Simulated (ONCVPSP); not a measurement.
# Transferability test, ONCV potential for Fe

* Element: iron (Fe)
* Generator: ONCVPSP 4.0.1
* Type: optimised norm-conserving Vanderbilt (ONCV)
* Functional: BLYP
* Relativity: scalar-relativistic
* Frozen core: [Ne]
* Valence charge: 16
* Reference configuration: 3s2 3p6 3d6.5 4s1.5
* Partial waves: 3s+4s: rc 1.15 bohr, ncon 4, nbas 7, qcut 9.5 1/bohr, 2 projectors; 3p: rc 1.05 bohr, ncon 5, nbas 9, qcut 13 1/bohr, 2 projectors, debl 1.1 Ha; 3d: rc 1.20 bohr, ncon 5, nbas 10, qcut 10.2 1/bohr, 2 projectors, debl 1.5 Ha
* Local potential: polynomial inside 0.90 bohr (lpopt 5, dvloc0 1 Ha)
* Core correction: none

In the p channel the program set the typed energies aside and used -2.112, 0.250 Ha.

Energies are relative to the spin-unpolarised reference configuration 3s2 3p6 3d6.5 4s1.5; without spin polarisation the order of configurations can differ from experiment.

| valence configuration | charge | ΔE all-electron (eV) | error AE − PS (meV) |
| --- | --- | --- | --- |
| 3s2 3p6 3d6 4s2 | 0 | 0.707 | +2.6 |
| 3s2 3p6 3d6 4s1 | +1 | 9.436 | +0.2 |
| 3s2 3p6 3d6 4s0 | +2 | 25.817 | -1.3 |

**Question.** What are ΔE and the potential's error for 3s2 3p6 3d5 4s2 4p1?

**Answer.** ΔE = 9.439 eV all-electron; the error (AE − PS) is +33 meV.
